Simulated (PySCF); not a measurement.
**Spinor energies of C (carbon, neutral)**

Start: [He] 2s2 2p1 3s1; 2p3/2 filled at m_j = +3/2; 3s1/2 filled at m_j = +1/2. Calculated with PySCF 2.14 in x2c-TZVPall-2c with one added diffuse shell each of s, p, d type (6s4p3d1f, 40 functions): generalised Hartree-Fock with the X2C-1e Hamiltonian and a Gaussian nucleus; one run each with spin-orbit coupling (SO) switched off, then screened by Boettger's factors. This is a chosen level, not necessarily the ground level.

```tsv
spinor shell	electrons	ε, spin-free (eV)	ε, screened SO (eV)	weight of nominal j (screened SO)	rms radius, screened SO (bohr)
1s1/2	2	-317.77	-317.77	1.000	0.311
2s1/2	2	-25.650	-25.651	1.000	1.61
2p3/2	1	-18.853	-18.849	1.000	1.66
3s1/2	1	-3.381	-3.381	1.000	5.40
```

```csv
quantity,spin-free,screened SO
E (hartree),-37.43166,-37.43155
M_J,2,2
⟨J²⟩,6.008,6.008
⟨L²⟩,2.006,2.006
⟨S²⟩,2.002,2.002
```

Each row is a mean over spinors that exchange with the open shell spreads, by up to 3.968 eV (2s1/2).

Without spin-orbit coupling the j labels of p, d and f shells carry no meaning; the spin-free column gives the mean over the occupied spinors of each nl shell.
